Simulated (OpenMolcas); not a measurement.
**Multiconfigurational calculation on Sr**

Input:

```
&GATEWAY
Coord
1

Sr 0.0 0.0 0.0
Basis=ANO-RCC-VQZP
Group=XYZ
NoMove
AngMom=0.0 0.0 0.0
AMFI
&SEWARD
* reference wave functions (RASSCF and RASSI steps not shown): 2 electrons in 8 orbitals (5s 5p 6s 6p)
>>> COPY JOB001 $Project.JobIph
&CASPT2
Multistate=3 1 2 3
Frozen=8 6
IPEA=0.25
Imaginary=0.1
MaxIter=60
WThr=0.0 0.3 0.05
PrWF=0.5
NoMix
>>> COPY JOB002 $Project.JobIph
&CASPT2
Multistate=7 1 2 3 4 5 6 7
Frozen=8 6
IPEA=0.25
Imaginary=0.1
MaxIter=60
WThr=0.0 0.3 0.05
PrWF=0.5
NoMix
>>> COPY JOB003 $Project.JobIph
&CASPT2
Multistate=3 1 2 3
Frozen=8 6
IPEA=0.25
Imaginary=0.1
MaxIter=60
WThr=0.0 0.3 0.05
PrWF=0.5
NoMix
...
```

Output, cut to the results:

```
--- CASPT2 ---
Orbital specifications:
      -----------------------

      Symmetry species                           1   2
                                                ag  au
      Frozen orbitals                            8   6
      Inactive orbitals                          1   3
      Active orbitals                            2   6
      Secondary orbitals                        26  20
      Deleted orbitals                           0   0
      Number of basis functions                 37  35
Type of calculation                        MS-CASPT2
      Fock operator                              state-specific
      IPEA shift                                 0.25
      Real shift                                 0.00
      Imaginary shift                            0.10
      The input orbitals will be transformed to quasi-canonical
Reference energy:       -3176.8987589483
      E2 (Non-variational):      -0.2161037405
      Shift correction:          -0.0005575519
      E2 (Variational):          -0.2166612924
      Total energy:           -3177.1154202407
      Residual norm:              0.0000001516
      Reference weight:           0.93833
      Contributions to the CASPT2 correlation energy
      Active & Virtual Only:         -0.0038441517
      One Inactive Excited:          -0.0160670018
      Two Inactive Excited:          -0.1961925869
Reference energy:       -3176.8987589483
      E2 (Non-variational):      -0.2161037413
      Shift correction:          -0.0005575519
      E2 (Variational):          -0.2166612932
      Total energy:           -3177.1154202416
      Residual norm:              0.0000001517
      Reference weight:           0.93833
      Contributions to the CASPT2 correlation energy
      Active & Virtual Only:         -0.0038441525
      One Inactive Excited:          -0.0160670019
      Two Inactive Excited:          -0.1961925869
::    CASPT2 Root  1     Total energy:  -3177.11542024
::    CASPT2 Root  2     Total energy:  -3177.11542024
::    CASPT2 Root  3     Total energy:  -3177.11542082
::    MS-CASPT2 Root  1     Total energy:  -3177.11542082
::    MS-CASPT2 Root  2     Total energy:  -3177.11542024
::    MS-CASPT2 Root  3     Total energy:  -3177.11542024
--- CASPT2 ---
Orbital specifications:
      -----------------------

      Symmetry species                           1   2
                                                ag  au
      Frozen orbitals                            8   6
      Inactive orbitals                          1   3
      Active orbitals                            2   6
      Secondary orbitals                        26  20
      Deleted orbitals                           0   0
      Number of basis functions                 37  35
Type of calculation                        MS-CASPT2
      Fock operator                              state-specific
      IPEA shift                                 0.25
      Real shift                                 0.00
      Imaginary shift                            0.10
      The input orbitals will be transformed to quasi-canonical
Reference energy:       -3177.0646399708
      E2 (Non-variational):      -0.2230753854
      Shift correction:          -0.0002138598
      E2 (Variational):          -0.2232892453
      Total energy:           -3177.2879292161
      Residual norm:              0.0000005750
      Reference weight:           0.94327
      Contributions to the CASPT2 correlation energy
      Active & Virtual Only:         -0.0009734965
      One Inactive Excited:          -0.0261534052
      Two Inactive Excited:          -0.1959484837
Reference energy:       -3176.8890560538
      E2 (Non-variational):      -0.2220216183
      Shift correction:          -0.0004342371
      E2 (Variational):          -0.2224558554
      Total energy:           -3177.1115119092
      Residual norm:              0.0000006203
      Reference weight:           0.94014
      Contributions to the CASPT2 correlation energy
      Active & Virtual Only:         -0.0019514382
      One Inactive Excited:          -0.0239406542
      Two Inactive Excited:          -0.1961295259
::    CASPT2 Root  1     Total energy:  -3177.28792922
::    CASPT2 Root  2     Total energy:  -3177.11151191
::    CASPT2 Root  3     Total energy:  -3177.11679620
::    CASPT2 Root  4     Total energy:  -3177.11743138
::    CASPT2 Root  5     Total energy:  -3177.11669961
::    CASPT2 Root  6     Total energy:  -3177.11669964
::    CASPT2 Root  7     Total energy:  -3177.11669964
::    MS-CASPT2 Root  1     Total energy:  -3177.28888839
::    MS-CASPT2 Root  2     Total energy:  -3177.11743138
::    MS-CASPT2 Root  3     Total energy:  -3177.11679655
::    MS-CASPT2 Root  4     Total energy:  -3177.11670018
::    MS-CASPT2 Root  5     Total energy:  -3177.11669964
::    MS-CASPT2 Root  6     Total energy:  -3177.11669907
::    MS-CASPT2 Root  7     Total energy:  -3177.11055239
--- CASPT2 ---
Orbital specifications:
      -----------------------

      Symmetry species                           1   2
                                                ag  au
      Frozen orbitals                            8   6
      Inactive orbitals                          1   3
      Active orbitals                            2   6
      Secondary orbitals                        26  20
      Deleted orbitals                           0   0
      Number of basis functions                 37  35
Type of calculation                        MS-CASPT2
      Fock operator                              state-specific
      IPEA shift                                 0.25
      Real shift                                 0.00
      Imaginary shift                            0.10
      The input orbitals will be transformed to quasi-canonical
Reference energy:       -3177.0029954794
      E2 (Non-variational):      -0.2197979048
      Shift correction:          -0.0004148210
      E2 (Variational):          -0.2202127258
...
```

Levels above the lowest, from the spin-orbit matrix with the single-state CASPT2 energies, averaged by term, on its diagonal:

```csv
Configuration,Term,J,E (cm-1),Measured (cm-1),g,Term weight %
5s2,1S,0,0.0,0.0,,100
5s 5p,3P*,0,13940,14318,,100
5s 5p,3P*,1,14070,14504,1.501,100
5s 5p,3P*,2,14340,14899,1.501,100
5s 5p,1P*,1,23620,21698,1.000,100
```

Against the 4 measured excited levels shown (NIST Handbook of Basic Atomic Spectroscopic Data) the mean absolute deviation is 820 cm-1; the largest miss in energy is 5s 5p 1P* 1: computed 23620, measured 21698 cm-1 (+8.9 %).

Over all roots computed the reference weight is 0.88 to 0.94; the roots of lowest weight are the least certain, and an intruder state may touch them. The run also gave levels led by 5s 6s, which use shells meant for correlation; these and all levels above them are left out. Measured partners are found by configuration, term and J. A level has none where our copy of the source lacks it or the pairing is in doubt (some pairs that miss far off the trend of their configuration count as doubtful), and it then counts in no deviation. Levels of configurations outside the active space are missing. The first state left out of the spin-orbit step lies near 43000 cm-1 above the lowest spin-free state of the reference (among the parities and spins computed), and the list stops at four fifths of that energy or lower.

The term weight is that of the spin-free term in the level, not the purity of its configuration. * marks odd parity.
